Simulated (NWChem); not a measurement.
All runs are NWChem calculations. System: C$_{2}$H$_{4}$F, charge 1, spin multiplicity 1, at the geometry of a parent with another charge or spin, in a state set for the comparison that need not be this species' ground state. Level: RHF/def2-TZVP.

Job file:

```
start mol
memory heap 200 mb stack 900 mb global 1100 mb
charge 1
geometry units angstroms nocenter noautoz noautosym
  C     -1.150963     0.170909    -0.297818
  C      0.306853     0.377595    -0.206953
  F      0.991470    -0.555528     0.462713
  H     -1.601704     0.925065    -0.958700
  H     -1.649469     0.245786     0.689761
  H     -1.383250    -0.828928    -0.700091
  H      0.775862     1.366802    -0.166758
end
basis spherical
  * library def2-tzvp
end
scf
  rhf
  nopen 0
  maxiter 100
  thresh 1e-7
  semidirect memsize 60000000 filesize 0
end
task scf energy
```

Output (cleaned and shortened):

```
             Northwest Computational Chemistry Package (NWChem) 7.3.0
             --------------------------------------------------------

                                NWChem Input Module
                                -------------------

 Scaling coordinates for geometry "geometry" by  1.889725989
 (inverse scale =  0.529177249)

                             Geometry "geometry" -> ""
                             -------------------------

 Output coordinates in angstroms (scale by  1.889725989 to convert to a.u.)

  No.       Tag          Charge          X              Y              Z
 ---- ---------------- ---------- -------------- -------------- --------------
    1 C                    6.0000    -1.15096300     0.17090900    -0.29781800
    2 C                    6.0000     0.30685300     0.37759500    -0.20695300
    3 F                    9.0000     0.99147000    -0.55552800     0.46271300
    4 H                    1.0000    -1.60170400     0.92506500    -0.95870000
    5 H                    1.0000    -1.64946900     0.24578600     0.68976100
    6 H                    1.0000    -1.38325000    -0.82892800    -0.70009100
    7 H                    1.0000     0.77586200     1.36680200    -0.16675800

 Effective nuclear repulsion energy (a.u.)      72.3906180658

            Nuclear Dipole moment (a.u.)
            ----------------------------
        X                 Y               Z
 ---------------- ---------------- ----------------
     0.0000170075    -0.0000056692     0.0000056692


 Summary of "ao basis" -> "" (spherical)
 ------------------------------------------------------------------------------
       Tag                 Description            Shells   Functions and Types
 ---------------- ------------------------------  ------  ---------------------
 *                         def2-tzvp                  on all atoms

 Summary of "ao basis" -> "ao basis" (spherical)
 ------------------------------------------------------------------------------
       Tag                 Description            Shells   Functions and Types
 ---------------- ------------------------------  ------  ---------------------
[...]
     7      0.310148  1 C  py                10      0.279050  1 C  py
   107     -0.204606  6 H  s                 95      0.194121  4 H  s

 Vector   13  Occ=0.000000D+00  E=-2.424533D-01
              MO Center=  2.2D-01,  3.1D-01, -3.2D-01, r^2= 1.9D+00
   Bfn.  Coefficient  Atom+Function         Bfn.  Coefficient  Atom+Function
  ----- ------------  ---------------      ----- ------------  ---------------
    45      0.378639  2 C  pz                42      0.363760  2 C  pz
    39      0.333913  2 C  pz                36     -0.274514  2 C  s
   102     -0.245891  5 H  s                 76     -0.181908  3 F  pz
   114      0.161486  7 H  s                 70     -0.159329  3 F  pz
   108      0.152567  6 H  s

 Vector   14  Occ=0.000000D+00  E=-5.060627D-02
              MO Center= -2.9D-01,  1.1D+00, -2.4D-01, r^2= 5.9D+00
   Bfn.  Coefficient  Atom+Function         Bfn.  Coefficient  Atom+Function
  ----- ------------  ---------------      ----- ------------  ---------------
     5      3.929881  1 C  s                114     -1.842488  7 H  s
    96     -1.416176  4 H  s                102     -1.380763  5 H  s
   108     -1.192027  6 H  s                 44      0.882606  2 C  py
    43      0.638522  2 C  px                35      0.464304  2 C  s
     4     -0.352012  1 C  s                 36     -0.319431  2 C  s

 Vector   15  Occ=0.000000D+00  E=-2.840407D-02
              MO Center= -3.8D-01,  5.0D-01, -1.9D-01, r^2= 7.2D+00
   Bfn.  Coefficient  Atom+Function         Bfn.  Coefficient  Atom+Function
  ----- ------------  ---------------      ----- ------------  ---------------
     5      5.149409  1 C  s                 36     -3.597154  2 C  s
   114      1.896607  7 H  s                108     -1.722316  6 H  s
   102     -1.543512  5 H  s                 43      0.918038  2 C  px
    96     -0.780820  4 H  s                 12      0.555855  1 C  px
    44     -0.436573  2 C  py                14      0.305641  1 C  pz

 center of mass
 --------------
 x =   0.19360551 y =  -0.09040845 z =   0.06384362

 moments of inertia (a.u.)
 ------------------
          67.262933698434          38.857658165726         -46.962460274085
          38.857658165726         180.664213973484          24.011251398466
         -46.962460274085          24.011251398466         194.218187057221

  Mulliken analysis of the total density
  --------------------------------------

    Atom       Charge   Shell Charges
 -----------   ------   -------------------------------------------------------
    1 C    6     6.34   0.85  1.12  0.47  0.70  0.06  1.27  1.46  0.33  0.02  0.04  0.00
    2 C    6     5.54   0.86  1.12  0.57  0.65  0.07  1.01  0.99  0.07  0.03  0.14  0.02
    3 F    9     9.08   0.77  1.20  0.61  1.02  0.32  2.21  2.23  0.69  0.00  0.02  0.00
    4 H    1     0.79   0.25  0.46  0.06  0.02
    5 H    1     0.74   0.24  0.43  0.05  0.02
    6 H    1     0.77   0.25  0.45  0.06  0.02
    7 H    1     0.73   0.25  0.42  0.04  0.02

       Multipole analysis of the density wrt the origin
       ------------------------------------------------

     L   x y z        total         open         nuclear
     -   - - -        -----         ----         -------
     0   0 0 0      1.000000      0.000000     25.000000

     1   1 0 0     -0.489739      0.000000      0.000017
     1   0 1 0      0.969405      0.000000     -0.000006
     1   0 0 1     -0.538982      0.000000      0.000006

     2   2 0 0     -8.107826      0.000000     89.854793
     2   1 1 0      0.975837      0.000000    -18.291702
     2   1 0 1     -0.214501      0.000000     25.145180
     2   0 2 0     -9.670410      0.000000     25.996115
     2   0 1 1     -0.111218      0.000000    -12.329606
     2   0 0 2    -10.673465      0.000000     16.530071

 Task  times  cpu:        6.1s     wall:        6.1s

 Total times  cpu:        6.2s     wall:        6.2s
```
